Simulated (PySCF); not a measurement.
Isomers C9H14:

A. SMILES C(C(C=C)=C(C)CC)=C
B. `CC1(C)C(CC)=CC=C1`
C. `C(C)C1=C(C)CCC=C1`
D. `CCC/C(=C\C=C)C=C`
E. SMILES C=CC(=C)C(=C)CCC

Spectrum 1. 1H NMR (500 MHz, computed): δ 6.96 (m, 1H), 6.66 (m, 1H), 5.81 (m, 1H), 5.74 (m, 1H), 5.72 (m, 1H), 5.55 (m, 1H), 2.21 (q, 2H), 1.87 (s, 3H), 1.06 (t, 3H). 13C{1H} NMR (computed): δ 145.0 (CH), 144.7 (C), 142.3 (CH), 139.2 (C), 127.7 (CH2), 125.1 (CH2), 32.8 (CH2), 22.6 (CH3), 14.8 (CH3).

Spectrum 2. 1H NMR (500 MHz, computed): δ 7.01 (m, 1H), 6.55 (m, 1H), 6.17 (d, 1H), 5.58 (m, 1H), 5.53 (m, 1H), 5.52 (m, 1H), 5.42 (m, 1H), 2.33 (t, 2H), 1.46 (m, 2H), 1.09 (t, 3H). 13C{1H} NMR (computed): δ 149.0 (C), 148.2 (CH), 140.6 (CH), 140.4 (CH), 126.1 (CH2), 118.7 (CH2), 32.9 (CH2), 28.2 (CH2), 17.4 (CH3).

Spectrum 3. 1H NMR (500 MHz, computed): δ 6.78 (m, 1H), 5.86 (m, 1H), 5.55 (br s, 1H), 5.52 (m, 1H), 5.38 (m, 1H), 5.29 (m, 1H), 5.03 (br s, 1H), 2.24 (t, 2H), 1.38 (m, 2H), 1.01 (t, 3H). 13C{1H} NMR (computed): δ 158.9 (C), 156.5 (C), 147.9 (CH), 125.1 (CH2), 121.2 (CH2), 120.4 (CH2), 49.0 (CH2), 27.9 (CH2), 17.5 (CH3).

Spectrum 4. 1H NMR (500 MHz, computed): δ 6.12 (m, 1H), 5.97 (m, 1H), 2.20 (q, 2H), 2.14 (m, 2H), 2.01 (m, 2H), 1.92 (s, 3H), 1.02 (t, 3H). 13C{1H} NMR (computed): δ 139.2 (C), 137.5 (CH), 134.9 (C), 131.8 (CH), 32.2 (CH2), 30.8 (CH2), 27.3 (CH2), 21.4 (CH3), 18.0 (CH3).

Spectrum 5. 1H NMR (500 MHz, computed): δ 6.56 (m, 1H), 6.54 (m, 1H), 6.11 (d, 1H), 2.22 (q, 2H), 1.35 (t, 3H), 1.10 (s, 6H). 13C{1H} NMR (computed): δ 170.3 (C), 155.4 (CH), 135.9 (CH), 128.1 (CH), 55.9 (C), 24.4 (CH3), 23.7 (CH2), 13.0 (CH3).

[PySCF 2.14: GFN2-xTB structure; shieldings: GIAO PBE0/pcSseg-1; non-relativistic Hamiltonian; isolated molecule; a single conformation; equivalent nuclei averaged]

Referencing at the same level of theory: 1H (31.72 ppm), 13C (186.93 ppm) against TMS. Where no couplings were computed, multiplicities follow the n + 1 count of equivalent neighbours, and m marks all less simple cases (inequivalent or close neighbours, rings, F or P nearby). Shifts are as computed. Against solution values, carbons near 30 ppm lie about +3 ppm off and those near 130 ppm about +5 ppm. Of 1211 compounds with measured shifts, 218 miss one by over three times the rms of a fit or turn the order of signals round; such compounds aren't used in these exercises.

Which spectrum belongs to which compound?

## Answers

1–A, 2–D, 3–E, 4–C, 5–B.

- Spectrum 1 (A): 9 13C signals; δC 145.0 is an alkene CH; δC 144.7 is a fully substituted alkene carbon.
- Spectrum 2 (D): 9 13C signals; δC 149.0 is a fully substituted alkene carbon; δC 148.2 is an alkene CH.
- Spectrum 3 (E): 9 13C signals; δC 158.9 is a fully substituted alkene carbon; δC 156.5 is a fully substituted alkene carbon.
- Spectrum 4 (C): 9 13C signals; δC 139.2 is a fully substituted alkene carbon; δC 137.5 is an alkene CH.
- Spectrum 5 (B): 8 13C signals; δC 155.4 is an alkene CH; δC 135.9 is an alkene CH.
